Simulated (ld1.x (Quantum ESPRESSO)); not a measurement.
## Logarithmic derivatives: Tm, ultrasoft

```json
{"Element": "thulium", "Generator": "ld1.x (Quantum ESPRESSO) 7.5", "Type": "ultrasoft", "Functional": "PBE", "Relativity": "scalar-relativistic", "Frozen core": "[Kr] 4d10", "Valence charge": "23", "Reference configuration": "4f13 5s2 5p6 5d0 6s1 6p1", "Partial waves": "5s (bound): rcut 1.60, rcutus 1.95 bohr; 6s (bound): rcut 1.60, rcutus 1.95 bohr; 5p (bound): rcut 1.95, rcutus 2.10 bohr; 6p (bound): rcut 1.95, rcutus 2.10 bohr; 5d (bound, empty): rcut 3.10, rcutus 3.70 bohr; 5d channel at 1.3 Ry: rcut 3.10, rcutus 3.70 bohr; 4f (bound): rcut 0.80, rcutus 0.90 bohr; 4f channel at 1.8 Ry: rcut 0.80, rcutus 0.90 bohr", "Local potential": "all-electron potential smoothed inside 2.10 bohr (lloc = -2)", "Core correction": "none", "Augmentation charge": "PSQ, inside the norm-conserving radii"}
```

The phase is arctan(r·u′/u) with u = r·R(r), unwrapped; energies in Ry, scanned from -6 to 5 Ry. A pole is an energy at which the radial function vanishes at the test radius. The pseudo phase is shifted by a multiple of π to meet the all-electron one at the reference energy, and phase errors are pseudo minus all-electron; the curves can meet again beyond the range given. Levels narrower than the energy grid can be missing from the lists of poles.

Task: For each channel, where are the poles, and over which energies does the pseudopotential scatter like the atom?

Result:

```csv
channel,radius (bohr),reference energy (Ry),"poles, all-electron","poles, pseudo",unbroken range about the reference energy with phases within 0.05 rad,phase error 1 Ry above the reference energy (rad)
s,3.99,-0.35,"-4.05, 0.31, 3.92","-4.05, 0.31, 3.88",the whole range,-0.000
p,3.99,-0.13,"-2.08, 1.07, 4.95","-2.08, 1.07, 4.82",below 2.6,-0.000
d,3.99,-0.14,"0.10, 2.55","0.10, 2.51",below 3.6,-0.004
f,3.99,-0.34,"-0.33, 1.87, 4.88","-0.33, 1.87, 4.91",the whole range,+0.000
```

Phases in the f channel:

```tsv
E (Ry)	all-electron	pseudo
-6.00	1.471	1.471
-5.48	1.467	1.467
-4.96	1.462	1.462
-4.44	1.456	1.456
-3.92	1.450	1.450
-3.40	1.442	1.442
-2.88	1.432	1.432
-2.36	1.419	1.419
-1.84	1.402	1.402
-1.32	1.379	1.379
-0.80	1.342	1.342
-0.28	-1.834	-1.834
0.24	-2.015	-2.015
0.76	-2.945	-2.944
1.28	-4.450	-4.450
1.80	-4.694	-4.694
2.32	-4.827	-4.827
2.84	-5.090	-5.089
3.36	-7.186	-7.175
3.88	-7.694	-7.692
4.40	-7.800	-7.798
4.92	-7.858	-7.855
```
